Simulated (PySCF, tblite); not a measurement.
**A complex of MgCl2 and NaCl**

A gas-phase complex of MgCl2 and NaCl; neutral, singlet. The structure comes from a short search (6 tight-binding starts) and was relaxed by PBE0-D3(BJ)/def2-SVPD; another way of binding may lie lower. Frequencies by PBE0-D3(BJ)/def2-SVPD show no clear imaginary mode.

Parts: 1 = MgCl2 ([Cl][Mg][Cl]), atoms 1–3; 2 = NaCl ([Na][Cl]), atoms 4–5.

```xyz
5

Cl   -1.414   -0.806    0.736
Mg    0.077    0.294   -0.706
Cl    2.290    0.077   -0.895
Na   -3.206    0.634   -0.395
Cl   -1.403    1.686   -1.883
```
(Å; atoms numbered from 1)

Contacts between parts, classed by geometry: Mg2···Cl5 2.349 Å (ion contact); Cl1···Na4 2.562 Å (ion contact).

Deforming the relaxed parts to their shape here costs 14.5 kcal/mol, which the interaction energies leave out.

Interaction energies are complex less parts, with the parts frozen as they stand in it; counterpoise-corrected, in kcal/mol (PySCF).

(1) How strongly do the parts interact, level by level?

(2) What holds them together? Decompose the wB97M-D3(BJ)/def2-TZVPD energy: frozen parts, their antisymmetrised product, then relaxation.

The parts were also relaxed and run alone, at the levels used for the complex: shieldings by PBE0/pcSseg-2.

Values alone: shielding of Mg2 (ppm): 505.1; shielding of Cl5 (ppm): 1115.2; shielding of Cl1 (ppm): 1069.1; shielding of Na4 (ppm): 570.6.

(3) What does binding change?

(4) What are the binding energy from relaxed parts (wB97M-D3(BJ)/def2-TZVPD), and ΔH and ΔG of association at 298.15 K and 1 atm?

Results:

(1) 
| level | interaction | superposition error removed |
| --- | --- | --- |
| wB97M-D3(BJ)/def2-TZVPD | -63.93 | -0.47 |
| PBE0-D3(BJ)/def2-TZVPD | -65.64 | -0.54 |

(2) electrostatic -80.7, Pauli repulsion +49.7, orbital relaxation -31.6, dispersion correction -1.9 kcal/mol, which sum to the value before the counterpoise correction; the Pauli term holds the exchange-correlation of the frozen density too. Of the attraction, 71 % is electrostatic, 28 % is orbital relaxation, 2 % is dispersion correction.

(3) 
```tsv
property	alone	in the complex	change
shielding of Mg2 (ppm)	505.1	511.1	+6.0
shielding of Cl5 (ppm)	1115.2	1035.7	-79.5
shielding of Cl1 (ppm)	1069.1	1035.6	-33.5
shielding of Na4 (ppm)	570.6	564.7	-6.0
```

(4) -49.43 kcal/mol, -48.65 with zero-point energy; ΔH -48.8 and ΔG -39.7 kcal/mol, from harmonic vibrations by PBE0-D3(BJ)/def2-SVPD with low modes damped.

The 5 runs behind this took 8.4 min in all, one thread each of Intel Xeon Platinum 8175M on a shared host, launched as `OMP_NUM_THREADS=1 python cluster_run.py task.json out`.
